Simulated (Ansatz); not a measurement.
Cost and result up the ladder for Al₉N₉H₂₆, a nanocrystal cut from wurtzite AlN (hydrogen-capped) (44 atoms). The state is a singlet with charge 0. Geometry: PBE-D4/def2-SVP.

Cartesian coordinates in Å:
```
N 1.671 -1.367 2.409
Al 1.172 0.486 2.092
N 2.762 1.106 1.046
Al -1.738 -0.177 1.753
N -0.186 0.526 0.773
Al -0.718 2.305 0.401
Al 2.391 1.825 -0.709
N 0.829 2.965 -0.682
N -2.101 2.262 -0.966
Al 2.214 -2.420 0.831
Al -0.923 -3.129 0.718
N -2.259 -1.703 0.694
N 0.605 -2.290 -0.231
Al 0.148 -0.533 -0.738
N 1.718 0.261 -1.639
Al -2.925 -1.201 -1.074
N -1.304 -0.453 -1.939
Al -1.662 1.313 -2.638
H 2.386 -1.433 3.149
H 0.847 -1.877 2.792
H 1.109 1.434 3.374
H 3.353 1.730 1.616
H 3.339 0.256 0.863
H -1.124 -0.568 3.203
H -2.803 1.046 1.704
H -0.908 3.374 1.571
H 3.661 2.526 -1.376
H 1.055 3.943 -0.441
H 0.503 2.985 -1.673
H -2.931 1.758 -0.589
H -2.444 3.214 -1.170
H 2.658 -3.912 1.200
H 3.375 -1.480 0.134
H -0.412 -3.320 2.251
H -1.390 -4.422 -0.112
H -3.083 -2.118 1.167
H 0.738 -2.879 -1.071
H 2.467 -0.448 -1.706
H 1.460 0.520 -2.606
H -3.931 0.066 -0.897
H -3.417 -2.470 -1.926
H -1.133 -1.079 -2.745
H -0.231 1.994 -3.093
H -2.838 1.382 -3.721
```

Ansatz on 2 threads of AMD EPYC 7R13 on a shared host and a share (18 GiB) of an NVIDIA H100 80GB HBM3. Times are rough, and most runs start from the orbitals of an earlier one. CAM-B3LYP-D4/def2-TZVP serves as the yardstick here, not as an exact answer. Differences are given only for rows in sets of like size (and for xTB, whose basis is part of the method), since another set adds its own error. Binding counts from free atoms at the same level (N quartet, Al doublet, H doublet; other spins of the atoms weren't run), without zero-point energy or a counterpoise term.

B3LYP takes the VWN-RPA correlation. Correlated methods freeze 54 core orbitals. The rows differ in basis, and correlated rows in double-zeta sets carry the largest basis error. Single mean-field runs in def2-SVP, def2-TZVP are fitted with def2-universal-jkfit.

Correlated methods converge slowly with the basis, most of all in double-zeta sets.

```json
{"level": "HF/STO-3G", "functions": "152", "wall time": "6.5 s"}
{"level": "PBE0-D4/def2-SVP", "functions": "418", "wall time": "7.5 s"}
{"level": "PBE-D4/def2-SVP", "functions": "418", "wall time": "8 s"}
{"level": "BLYP-D4/def2-TZVP", "functions": "768", "wall time": "9 s"}
{"level": "MP2/def2-SVP", "functions": "418", "wall time": "9 s"}
{"level": "PBE0-D4/def2-TZVP (with forces)", "functions": "768", "wall time": "11 s"}
{"level": "revPBE-D4/def2-TZVP", "functions": "768", "wall time": "11 s"}
{"level": "HF/6-31G", "functions": "250", "wall time": "12 s"}
{"level": "B3LYP-D4/6-31G", "functions": "250", "wall time": "12 s"}
{"level": "r2SCAN-D4/def2-TZVP (with forces)", "functions": "768", "wall time": "13 s"}
{"level": "PBE-D4/def2-TZVP", "functions": "768", "wall time": "14 s"}
{"level": "CAM-B3LYP-D4/def2-TZVP", "functions": "768", "wall time": "14 s"}
```

(1) Estimate what each level gives for the binding energy per atom (eV).

Answers

(1) 
```csv
level,binding energy per atom (eV),difference from CAM-B3LYP-D4/def2-TZVP (eV)
HF/STO-3G,3.55,–
PBE0-D4/def2-SVP,3.55,–
PBE-D4/def2-SVP,3.60,–
BLYP-D4/def2-TZVP,3.55,-0.03
MP2/def2-SVP,3.38,–
PBE0-D4/def2-TZVP (with forces),3.53,-0.06
revPBE-D4/def2-TZVP,3.50,-0.08
HF/6-31G,2.30,–
B3LYP-D4/6-31G,3.39,–
r2SCAN-D4/def2-TZVP (with forces),3.56,-0.03
PBE-D4/def2-TZVP,3.57,-0.02
CAM-B3LYP-D4/def2-TZVP,3.59,0.00
```
